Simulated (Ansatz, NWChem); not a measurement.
How basis sets differ on BNH3F3 (SMILES [NH3+][B-](F)(F)F)

The species is BNH3F3 (8 atoms), meant as a singlet with charge 0. As SMILES, `[NH3+][B-](F)(F)F`. Geometry: relaxed at PBE0-D4/def2-TZVP.

Each level gives the dipole moment (D). The values are calculated.

| level | kind | program | value (D) | CPU time |
| --- | --- | --- | --- | --- |
| B3LYP/pcseg-0 | global hybrid | NWChem | 6.66 | 3.2 s |
| B3LYP/6-31G* (spherical functions) | global hybrid | NWChem | 6.12 | 52 s |
| B3LYP/6-31G* (Cartesian functions) | global hybrid | Ansatz | 6.12 | 13 s |
| B3LYP/cc-pVDZ | global hybrid | NWChem | 6.21 | 37 s |
| B3LYP/def2-SVP | global hybrid | NWChem | 6.30 | 26 s |
| B3LYP/pcseg-1 | global hybrid | NWChem | 6.32 | 7.6 s |
| B3LYP/pcseg-2 | global hybrid | NWChem | 6.18 | 72 s |

The values span 6.12 to 6.66 D. Without the sets that lack polarisation functions the rows with a basis span only 6.12 to 6.32 D. CPU times are rough (shared hosts, several kinds of processor): they show what a rung costs within a factor of a few.
